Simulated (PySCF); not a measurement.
C₄H₁₀SSi₂.
Cartesian coordinates in Å at the GFN2-xTB level; atoms count from 1:
```xyz
17
C4H10SSi2 angstrom
C     -0.780    2.151    0.125
C      0.248    1.072    0.144
S      1.840    1.466    0.119
C     -0.186   -0.300    0.244
Si    -1.854   -0.672    1.077
C      0.562   -1.308   -0.242
Si     2.187   -1.216   -1.204
H     -1.250    2.237    1.106
H     -1.562    1.922   -0.598
H     -0.320    3.105   -0.121
H     -1.908   -2.108    1.340
H     -1.953    0.079    2.330
H     -2.947   -0.281    0.182
H      0.181   -2.311   -0.095
H      2.233   -2.500   -1.924
H      2.184   -0.156   -2.210
H      3.317   -1.169   -0.283
```

Method used: TDDFT PBE0/def2-SVPD, vertical, gas phase, core orbitals frozen in the response in PySCF.

Computed singlets with f of 0.002 or more:

| state | λ (nm) | f |
| --- | --- | --- |
| S2 | 298.0 | 0.084 |
| S3 | 284.9 | 0.0060 |
| S5 | 235.2 | 0.045 |
| S6 | 220.1 | 0.024 |
| S7 | 214.2 | 0.031 |

Question: Turn these into Einstein A coefficients, radiative lifetimes, transition dipoles and integrated cross-sections.

Answer: For one non-degenerate pair of states in vacuum, A = 0.6670 f ν̃² s⁻¹ with ν̃ in cm⁻¹, τ = 1/A, |μ|² = 3f / (2ΔE) in atomic units, and the integrated cross-section is ∫σ dE = 109.76 f Mb·eV.

```tsv
state	A (s⁻¹)	τ	|μ| (D)	∫σ dE (Mb·eV)
S2	6.3×10⁷	16 ns	2.31	9.2
S3	4.9×10⁶	200 ns	0.60	0.66
S5	5.4×10⁷	19 ns	1.49	4.9
S6	3.3×10⁷	30 ns	1.06	2.6
S7	4.5×10⁷	22 ns	1.19	3.4
```

Leading configurations: S2 H-1→L (94%); S3 H-2→L (97%); S5 H-3→L (84%); S6 H-4→L (94%); S7 H→L+2 (95%) (H = HOMO, L = LUMO).

These lifetimes count emission to the ground state at the vertical energy alone; relaxation of the geometry and all other decay channels are left out.

Question: By what factor does the largest A in the list exceed the smallest?

Answer: S2 has 13 times the rate of S3.

Question: Suppose S2 emitted 0.3 eV lower with the same transition dipole. How would A change?

Answer: At fixed |μ|, A goes as the cube of the energy: (3.86/4.16)³ = 0.80, which makes τ about 20 ns.

Question: Which computed singlets stay under f = 0.002?

Answer: S1 (2.18 eV, f 0.0003), S4 (4.78 eV, f 0.0003) and S8 (6.10 eV, f 0.0008).

One conformer stands for the species.
